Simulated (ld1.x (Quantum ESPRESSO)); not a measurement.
# Cutoff test, Pt (Z = 78), TM

* Element: Pt (Z = 78)
* Generator: ld1.x (Quantum ESPRESSO) 7.5
* Type: norm-conserving Troullier–Martins (Kleinman–Bylander form)
* Functional: PBEsol
* Relativity: fully relativistic
* Frozen core: [Xe] 4f14
* Valence charge: 10
* Reference configuration: 5d9 6s1 6p0
* Partial waves: 6p (bound, empty): rc 3.20 bohr; 5d (bound): rc 1.35 bohr; 6s (bound): rc 2.00 bohr
* Local potential: the s channel
* Core correction: Bessel-smoothed model core inside 0.95 bohr

Open shells are filled in proportion to 2j + 1 (rel_dist='average').

The pseudo-atom Hamiltonian at the reference potential is diagonalised in spherical Bessel functions j_l(qr) that vanish at 20 bohr, with q² up to the cutoff. All-electron valence levels (Ry): 6p1/2 -0.0860, 6p3/2 -0.0490, 5d3/2 -0.5148, 5d5/2 -0.4169, 6s -0.4199.

Q: How do the lowest levels (Ry) of each channel move with the cutoff, and are there ghosts?

A:

| cutoff (Ry) | p1/2 #1 | p1/2 #2 | p3/2 #1 | d3/2 #1 | d3/2 #2 | d5/2 #1 | s #1 | f #1 | Σ f·Δε (mRy) |
| --- | --- | --- | --- | --- | --- | --- | --- | --- | --- |
| 8 | -0.0857 | 0.0517 | -0.0488 | 0.0600 | 0.1215 | 0.0595 | -0.4093 | 0.1145 | 4652.3 |
| 15 | -0.0859 | 0.0517 | -0.0489 | -0.0839 | 0.0715 | -0.0809 | -0.4148 | 0.1145 | 3370.8 |
| 30 | -0.0860 | 0.0517 | -0.0489 | -0.4918 | 0.0680 | -0.4032 | -0.4189 | 0.1145 | 158.3 |
| 45 | -0.0860 | 0.0517 | -0.0489 | -0.5135 | 0.0679 | -0.4159 | -0.4198 | 0.1145 | 10.4 |
| 70 | -0.0860 | 0.0517 | -0.0489 | -0.5144 | 0.0679 | -0.4168 | -0.4199 | 0.1145 | 2.1 |
| 100 | -0.0860 | 0.0517 | -0.0489 | -0.5147 | 0.0679 | -0.4170 | -0.4199 | 0.1145 | 0.1 |
| 400 | -0.0860 | 0.0517 | -0.0489 | -0.5148 | 0.0679 | -0.4170 | -0.4199 | 0.1145 | 0.0 |

Result: no extra level below or beside the all-electron valence levels (p1/2, p3/2, d3/2, d5/2, s, f tested); 10 mRy is reached at 50 Ry and 1 mRy at 80 Ry.

Its largest configuration-test error is -348 meV.
